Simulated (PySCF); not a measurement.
C₄H₁₂Si₂, SMILES CC[SiH2]/C=C/[SiH3].

The structure is a stationary point at B3LYP-D3(BJ)/def2-SVP. The structure was generated by enumeration; whether it is a known compound was not checked. One conformer was computed; it need not be the lowest.

Calculation: PBE/def2-TZVP in PySCF.

The molecule is in vacuum.

```
Quantity                                                                                                       Value
---------------------------------------------------------------------------------------------  ---------------------
total energy                                                                                      -738.14601 hartree
highest occupied level                                                                                      -6.66 eV
lowest empty level                                                                                          -1.89 eV
orbital gap                                                                                                  4.77 eV
dipole moment                                                                                                 0.98 D
quadrupole, principal values (traceless, Buckingham form, about the centre of nuclear charge)  -3.14, 0.79, 2.35 D·Å
```
